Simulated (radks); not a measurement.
Charge is removed step by step from the 3p down level of Ca2+, starting from [Ne] 3s2 3p(up 3, down 3). Calculated with a radial shooting solver on a logarithmic mesh with Libxc functionals: non-relativistic Kohn-Sham, PBE, spin-polarised, spherical densities, point nucleus.

removed (e)  E - E(0) (eV)  eigenvalue (eV)  E minus straight line (eV)
0                    0.000          -43.057                       0.000
0.1                  4.383          -44.600                      -0.708
0.2                  8.920          -46.153                      -1.261
0.3                 13.614          -47.716                      -1.659
0.4                 18.464          -49.289                      -1.900
0.5                 23.472          -50.871                      -1.983
0.6                 28.638          -52.462                      -1.907
0.7                 33.965          -54.062                      -1.672
0.8                 39.451          -55.671                      -1.276
0.9                 45.099          -57.288                      -0.719
1                   50.909          -58.913                       0.000

Removing the whole electron costs 50.909 eV by Delta-SCF, against 43.057 eV from minus the eigenvalue at the starting occupation. Slater's transition state (half an electron removed) gives 50.871 eV. Integrating minus the eigenvalue over the occupation (Janak's theorem) gives 50.909 eV. The mean slope of the eigenvalue, de/dn, is 15.9 eV per electron. Ionisation energy of Ca2+ in the NIST Atomic Spectra Database: 50.913 eV (measured).
